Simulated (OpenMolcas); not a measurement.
Mo4+ among 4 point charges of -2 e arranged as a tetrahedron (Td).

```json
{
 "Program": "OpenMolcas 26.06",
 "Method": "SS-CASPT2, IPEA 0.25 Eh, imaginary shift 0.1 Eh (closed shells correlated: 4s 4p)",
 "Basis": "ANO-RCC-VTZP [7s6p4d2f1g]",
 "Scalar Hamiltonian": "DKH2, point nucleus",
 "Active space": "2 electrons in 5 orbitals (4d)",
 "State averaging": "2S+1 = 3 even, 10 roots; 2S+1 = 1 even, 15 roots",
 "Spin-orbit coupling": "state interaction with AMFI integrals over the reference wave functions"
}
```

All point charges move together. At R = 1.83 Å the first state of the same spin is 4480 cm-1, and at R = 2.04 Å it is 2780 cm-1.

Q: A third run gives 6260 cm-1. What distance was it run at?

A: With a power law R^-n the two known points give n = -ln(2780 / 4480) / ln(2.04 / 1.83) = 4.39. Then R = 1.83 × (4480 / 6260)^(1/4.39) = 1.696 Å. The run was at 1.67 Å, so the estimate is off by +0.026 Å.

Roots that are degenerate in the reference are averaged as groups; the widest CASPT2 spread within a group is 550 cm-1 (the 3-fold group of multiplicity 1 near 18800 cm-1 above the lowest state of its run, R = 1.83). Shifts and gaps below about the spread of the groups concerned are not significant. Free-ion shares, where given, are those of the reference states; single-state CASPT2 does not remix them. Point charges carry no covalency, so the field is a model and not that of real ligands. No measured value stands beside these numbers.
